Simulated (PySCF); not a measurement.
(HBe-mu-NH2)2.
Z-matrix (Å and degrees, PBE0-D3(BJ)/def2-SVP geometry), rows numbered from 1:
```
Be
H   1  1.3556
N   1  1.7145  2  133.51
Be  3  1.7148  1   83.89  2   150.60
H   4  1.3556  3  133.52  1  -150.54
N   4  1.7143  3   92.21  1    20.90
H   3  1.0192  1  121.67  2    26.95
H   3  1.0246  1  111.93  2   -98.23
H   6  1.0192  1  121.73  2   -26.80
H   6  1.0247  1  111.79  2    98.28
```

Computed with PySCF, TDDFT B3LYP/def2-SVPD, vertical, gas phase, core orbitals frozen in the response.

Frontier orbitals with the atoms that hold most of them (Löwdin shares over 4%, at most four atoms; ? is withheld):

| orbital | ε (eV) | atoms |
| --- | --- | --- |
| LUMO+2 | -0.17 | Be1 37%, Be4 37%, H7 4%, H9 4% |
| LUMO+1 | -0.31 | Be1 23%, Be4 23%, H10 12%, H8 12% |
| LUMO | ? | ? |
| HOMO | -7.11 | ? |
| HOMO-1 | -7.83 | H2 27%, H5 27%, Be1 20%, Be4 20% |
| HOMO-2 | -8.96 | N3 35%, N6 35%, Be1 9%, Be4 9% |
| HOMO-3 | -9.83 | N6 29%, N3 28%, Be1 9%, Be4 9% |

Give the leading atoms of the HOMO.

H5 (bonded to Be) 22%; H2 (bonded to Be) 22%; Be4 (bonded to 2 N and H) 17%; Be1 (bonded to 2 N and H) 17%. By element: hydrogen 45% or more, beryllium 34%.

Give the leading atoms of the LUMO.

Be1 (bonded to 2 N and H) 34%; Be4 (bonded to 2 N and H) 34%; N6 (bonded to 2 Be and 2 H) 7%; N3 (bonded to 2 Be and 2 H) 7%. By element: beryllium 69%, nitrogen 14%.

What is the LUMO energy, and the HOMO–LUMO gap?

ε(LUMO) = -0.65 eV; the gap is 6.46 eV (0.2373 hartree).

How does S1 compare with the orbital gap of 6.46 eV?

S1 is at 5.40 eV (f = 0.0001), 1.06 eV below the gap, made of HOMO→LUMO (93%). Without the coupling terms of the response equations the lowest excitation would equal the gap.

One configuration dominates each of S1, S2, S6 and S8. Which, and how do the shares of the two leading atoms of either orbital change from the occupied to the empty one?

- S1 (5.40 eV, f 0.0001), HOMO→LUMO (93%): H5 22% → at most 7%, H2 22% → at most 7%, Be1 17% → 34%, Be4 17% → 34%
- S2 (6.02 eV, f 0.064), HOMO→LUMO+1 (94%): H5 22% → at most 12%, H2 22% → at most 12%, Be1 17% → 23%, Be4 17% → 23%
- S6 (6.77 eV, f 0.0079), HOMO-1→LUMO+1 (96%): H2 27% → at most 12%, H5 27% → at most 12%, Be1 20% → 23%, Be4 20% → 23%
- S8 (7.04 eV, f 0.0000), HOMO-2→LUMO (95%): N3 35% → 7%, N6 35% → 7%, Be1 9% → 34%, Be4 9% → 34%

One conformer stands for the species.
